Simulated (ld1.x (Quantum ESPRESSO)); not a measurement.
## Which change was made? (Ir, PAW)

Ir (Z = 77), PAW, made with ld1.x (Quantum ESPRESSO) 7.5 (PBE, scalar-relativistic). Core [Kr] 4d10 4f14, reference 5s2 5p6 5d7.5 6s1.5 6p0. Waves: 5s (bound): rcut 1.25, rcutus 1.60 bohr; 6s (bound): rcut 1.25, rcutus 1.60 bohr; 5p (bound): rcut 1.50, rcutus 1.75 bohr; 6p (bound, empty): rcut 1.50, rcutus 1.75 bohr; 5d (bound): rcut 1.60, rcutus 1.90 bohr; 5d channel at 0.05 Ry: rcut 1.60, rcutus 1.90 bohr. Local part: all-electron potential smoothed inside 1.80 bohr (lloc = -1). Core correction: Bessel-smoothed model core inside 0.90 bohr. Augmentation charge: BESSEL, radius 1.00 bohr.

Cutoffs, loose and tight: the cutoffs (Ry, on a coarse ladder) from which the occupation-weighted sum of valence levels, in a spherical-Bessel basis at the reference potential, stays within 10 and 1 mRy of its value at 400 Ry. They do not see the model core or the augmentation charge, which bear on the density cutoff. Test errors are all-electron minus pseudo excitation energies from the reference, over the configurations 5s2 5p6 5d7 6s2 6p0; 5s2 5p6 5d7 6s1 6p0; 5s2 5p6 5d7 6s0 6p0; 5s2 5p6 5d5 6s0 6p0; 5s2 5p6 5d8 6s1 6p0; 5s2 5p6 5d7 6s0 6p2; 5s2 5p6 5d7 6s1.5 6p0; variants that change the core or the reference have their own tests. The largest error is taken over the tests solved by every variant that gives reliable tests at all, those not shown here included: 5s2 5p6 5d7 6s0 6p0; 5s2 5p6 5d7 6s1 6p0; 5s2 5p6 5d7 6s2 6p0.

The base gives: outcome: generated, overlap not positive; bound ghosts: not determined (overlap not positive); largest test error (meV): -7.6.

(1) After one change the result is: outcome: generated, overlap not positive; bound ghosts: not determined (overlap not positive); largest test error (meV): -7.7. Which change was it?
A. local potential all-electron potential smoothed inside 1.60 bohr (lloc = -1)
B. local potential all-electron potential smoothed inside 0.74 bohr (lloc = -1)
C. waves 5s (bound): rcut 1.25, rcutus 2.38 bohr; 6s (bound): rcut 1.25, rcutus 2.38 bohr

Answers

(1) A. The others give: local potential all-electron potential smoothed inside 0.74 bohr (lloc = -1) → outcome: generated, overlap not positive; bound ghosts: s (p not tested, overlap not positive); largest test error (meV): -10 | waves 5s (bound): rcut 1.25, rcutus 2.38 bohr; 6s (bound): rcut 1.25, rcutus 2.38 bohr → outcome: failed: run_pseudo: Errors in PS-KS equation. A file whose overlap is not positive is unfit for use, and its test errors describe a broken file.
